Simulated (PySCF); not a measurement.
The numbers below are computed, except where a source is named.
# C2H9O2Si2

The system: C2H9O2Si2, a small molecule (built as: C site whose three back bonds go to OSiH3, CH2SiH3, OH); neutral, doublet. The structure, one conformer, was relaxed in the gas phase by PBE0-D3(BJ)/def2-SVP. No frequency run checks that it is a minimum.

SMILES: O[C](C[SiH3])O[SiH3]

Coordinates in Å:
```
C1      0.138    1.124    0.273
O2     -1.114    0.883   -0.209
Si3    -1.462    0.306   -1.755
C4      0.521    0.354    1.485
Si5     0.798   -1.512    1.189
O6      1.120    1.204   -0.678
H7     -2.937    0.130   -1.771
H8     -1.068    1.304   -2.797
H9     -0.773   -0.989   -2.028
H10    -0.274    0.453    2.241
H11     1.446    0.772    1.911
H12    -0.467   -2.160    0.727
H13     1.221   -2.156    2.471
H14     1.857   -1.737    0.161
H15     0.984    2.000   -1.205
```

EPR values by unrestricted B3LYP, IGLO-III on C O Si, pcH-1 on H.

Question: Predict g and the largest hyperfine couplings. Where does the spin sit?

Answer: g = 2.0020, 2.0033, 2.0038. The spin sits on C1 (86 %, bonded to 1 C + 2 O) by Mulliken populations.
```json
{"atom": "C1", "isotope": "13C", "isotropic (MHz)": "300.1", "dipolar, principal values (MHz)": "-72.5, -71.2, 143.7"}
{"atom": "Si5", "isotope": "29Si", "isotropic (MHz)": "-86.6", "dipolar, principal values (MHz)": "-18.2, 8.9, 9.3"}
{"atom": "O2", "isotope": "17O", "isotropic (MHz)": "-71.0", "dipolar, principal values (MHz)": "-29.1, 14.0, 15.1"}
{"atom": "H15", "isotope": "1H", "isotropic (MHz)": "41.0", "dipolar, principal values (MHz)": "-11.5, -7.5, 19.0"}
{"atom": "H10", "isotope": "1H", "isotropic (MHz)": "27.3", "dipolar, principal values (MHz)": "-5.4, -5.0, 10.3"}
{"atom": "Si3", "isotope": "29Si", "isotropic (MHz)": "-25.9", "dipolar, principal values (MHz)": "-8.0, 3.4, 4.6"}
```

Question: How do the isotropic couplings move with BHandHLYP?

Answer: C1 300.1 to 345.1 MHz, Si5 -86.6 to -84.1 MHz, O2 -71.0 to -69.6 MHz, H15 41.0 to 39.5 MHz.

The 2 runs behind this took 110 s in all, one thread each of AMD EPYC 9R45 96-Core on a shared host, launched as `OMP_NUM_THREADS=1 python cluster_run.py task.json out`.
